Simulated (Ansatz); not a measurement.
Cost and result for the atomization energy of CH5NO2Si, SMILES `NC1O[SiH2]O1` (10 atoms, 10 bonds).

Z-matrix (Å, degrees):
```
C
O 1 1.426
Si 1 2.175 2 50.0
N 1 1.397 2 111.6 3 126.2
O 1 1.464 2 99.5 3 3.4
H 1 1.094 2 111.5 3 -110.8
H 3 1.482 1 122.7 2 -91.2
H 3 1.484 1 127.6 2 86.5
H 4 1.010 1 112.0 2 173.3
H 4 1.012 1 112.1 2 -62.0
```

Total charge 0; spin multiplicity 1. All single points use the PBE0-D4/def2-TZVP geometry. It is one conformer, not always the lowest. Program: Ansatz. All runs use 4 threads of an Arm Neoverse V1 on a shared host. Times are those of one run each, without the atoms' runs, and a repeat can differ threefold. Electronic energies, without spin–orbit coupling; frozen cores. CCSD(T)/CBS adds CCSD(T) − MP2 in def2-TZVPP to the MP2 limit, and its time is that of the two runs behind it. T1 = 0.012. B3LYP takes the VWN-RPA correlation (the form of Gaussian; ORCA's B3LYP/G).

CCSD(T)/CBS is a level of theory with its own doubt, some kJ/mol a heavy atom from the limit and from the frozen cores, so smaller differences don't rank the functionals.

| level | functions | wall time | atomization (kcal/mol) | difference from CCSD(T)/CBS | per bond |
| --- | --- | --- | --- | --- | --- |
| PBE-D4/def2-TZVPP (with forces) | 236 | 2.2 s | 933.8 | 19.8 | 2.0 |
| PBE0-D4/def2-TZVPP | 236 | 2.5 s | 909.2 | -4.8 | -0.5 |
| B3LYP-D4/def2-TZVPP (with forces) | 236 | 3.8 s | 909.7 | -4.3 | -0.4 |
| r2SCAN-D4/def2-TZVPP (with forces) | 236 | 4.4 s | 912.3 | -1.7 | -0.2 |
| B2PLYP/def2-TZVPP | 236 | 4.6 s | 901.5 | -12.5 | -1.2 |
| ωB97X-V/def2-TZVPP | 236 | 6.5 s | 918.1 | 4.1 | 0.4 |
| ωB97M-V/def2-TZVPP (with forces) | 236 | 9.5 s | 917.1 | 3.1 | 0.3 |
| MP2/def2-QZVPP | 448 | 18 s | 925.2 | 11.2 | 1.1 |
| CCSD(T)/def2-TZVPP | 236 | 110 s | 884.2 | -29.8 | -3.0 |
| CCSD(T)/CBS(def2) | – | 2.1 min | 914.0 | 0.0 | 0.0 |

From PBE to PBE0 (25 % exact exchange), in def2-TZVPP and without D4, the atomization energy moves by −23.9 kcal/mol: exact exchange takes away binding that semilocal exchange gives to molecules. In def2-TZVPP, CCSD(T) changes the Hartree–Fock value by +265.4 kcal/mol (the triples alone add +16.6 kcal/mol) and MP2 by +288.4 kcal/mol; breaking electron pairs costs correlation energy, which Hartree–Fock lacks. The D4 term adds +7.5 kcal/mol with B3LYP and +3.9 kcal/mol with PBE0; it sums over pairs of atoms, weighted by their polarisabilities, and B3LYP, whose exchange is more repulsive, gets the larger term.
